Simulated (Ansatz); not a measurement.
Isolated molecules relaxed with PBE0-D4/def2-TZVP in Ansatz; ΔE leaves out vibrations. CBS: MP2 limit from def2 TZ/QZ plus the TZ coupled-cluster correction, frozen cores. DFT in def2-TZVPP. For Ge outer-core shells are correlated without core-valence functions, which leaves a few kJ/mol of doubt a bond. Scalar relativity is left out up to krypton. Each species was taken in one conformer, which may not be the lowest.

`C[N](C)[Ge][Cl]` + `CC(C)[O][Ge][OH]` → `CC(C)[O][Ge][Cl]` + `C[N](C)[Ge][OH]`  (redistribution)

`C[N](C)[Ge][Cl]`:

Cartesian coordinates in Å:
```
C -0.021 -1.032 -0.529
N 0.203 0.189 0.203
C -0.889 1.129 0.091
Ge 1.622 0.709 1.222
Cl 2.905 -1.083 1.009
H 0.826 -1.706 -0.415
H -0.163 -0.823 -1.597
H -0.925 -1.539 -0.168
H -1.059 1.418 -0.954
H -0.675 2.038 0.662
H -1.823 0.700 0.476
```

`CC(C)[O][Ge][OH]`:

```xyz
14

C     1.511   -0.146   -0.557
C     0.249   -0.555    0.180
C    -0.765   -1.200   -0.747
O    -0.278    0.557    0.881
Ge   -1.468    1.767    0.289
O    -1.403    2.736    1.778
H     2.000   -1.014   -1.006
H     1.272    0.563   -1.356
H     2.212    0.333    0.128
H     0.521   -1.287    0.952
H    -1.032   -0.531   -1.570
H    -1.677   -1.461   -0.203
H    -0.356   -2.115   -1.181
H    -0.786    2.352    2.413
```

`CC(C)[O][Ge][Cl]`:

Cartesian coordinates in Å:
```
C -0.486 0.329 -1.264
C 0.568 -0.256 -0.345
C 0.925 0.661 0.807
O 0.173 -1.541 0.130
Ge -1.084 -2.284 1.105
Cl -2.388 -0.583 1.715
H -1.400 0.558 -0.713
H -0.117 1.252 -1.717
H -0.724 -0.373 -2.066
H 1.474 -0.447 -0.932
H 1.675 0.193 1.447
H 0.044 0.894 1.407
H 1.339 1.597 0.425
```

`C[N](C)[Ge][OH]`:

Z-matrix (Å, degrees):
```
C
N 1 1.437
H 1 1.098 2 111.2
H 1 1.099 2 111.6 3 119.9
H 1 1.092 2 111.8 3 -119.6
C 2 1.443 1 112.7 3 -57.5
Ge 2 1.842 1 129.8 3 122.7
H 6 1.098 2 111.6 1 59.9
H 6 1.094 2 110.3 1 179.8
H 6 1.099 2 111.6 1 -60.4
O 7 1.793 2 101.9 1 1.4
H 11 0.961 7 117.7 2 2.5
```

```csv
species,PBE0 energy (Eh)
`C[N](C)[Ge][Cl]`,-2671.32298
`CC(C)[O][Ge][OH]`,-2346.18221
`CC(C)[O][Ge][Cl]`,-2730.48277
`C[N](C)[Ge][OH]`,-2287.01543
```

Problem. Work out ΔE.

Solution. ΔE = (-2730.48277) + (-2287.01543) − (-2671.32298) − (-2346.18221) = 0.00699 Eh = +0.19 eV. CCSD(T)/CBS gives +0.20 eV.

Largest T1 diagnostic among the species: 0.014.

In def2-TZVPP, CCSD(T) changes the Hartree–Fock value by +0.03 eV (the triples alone add +0.00 eV) and MP2 by +0.04 eV.
